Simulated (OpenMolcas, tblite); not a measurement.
## GeSiH6O (SMILES [OH][GeH2][SiH3]): methods side by side

The species is GeSiH6O (9 atoms), meant as a singlet with charge 0. SMILES: `[OH][GeH2][SiH3]`. Geometry: relaxed at PBE0-D4/def2-TZVP. This is one conformer, not always the lowest.

| atom | x (Å) | y (Å) | z (Å) |
| --- | --- | --- | --- |
| O | -1.6654 | 1.0032 | -0.8548 |
| Ge | 0.0863 | 0.8996 | -0.4955 |
| Si | 0.5258 | -1.0107 | 0.8704 |
| H | -1.9734 | 0.2679 | -1.3890 |
| H | 0.8737 | 0.8321 | -1.8244 |
| H | 0.3881 | 2.2267 | 0.2159 |
| H | 1.9860 | -1.1328 | 1.1284 |
| H | 0.0601 | -2.2362 | 0.1663 |
| H | -0.1928 | -0.8961 | 2.1658 |

Quantity: the dipole moment, in D. The values are calculated.

| level | kind | program | value (D) |
| --- | --- | --- | --- |
| GFN2-xTB | semi-empirical | tblite | 1.94 |
| HF/cc-pVDZ | Hartree–Fock | OpenMolcas | 1.70 |
| SVWN5/cc-pVDZ | LDA | OpenMolcas | 1.31 |
| revPBE/cc-pVDZ | GGA | OpenMolcas | 1.24 |
| TPSS/cc-pVDZ | meta-GGA | OpenMolcas | 1.28 |
| r2SCAN/cc-pVDZ | meta-GGA | OpenMolcas | 1.35 |
| PBE0/cc-pVDZ | global hybrid | OpenMolcas | 1.39 |

All-electron rows without a relativistic Hamiltonian named are non-relativistic. The values span 1.24 to 1.94 D. Magnitudes only.
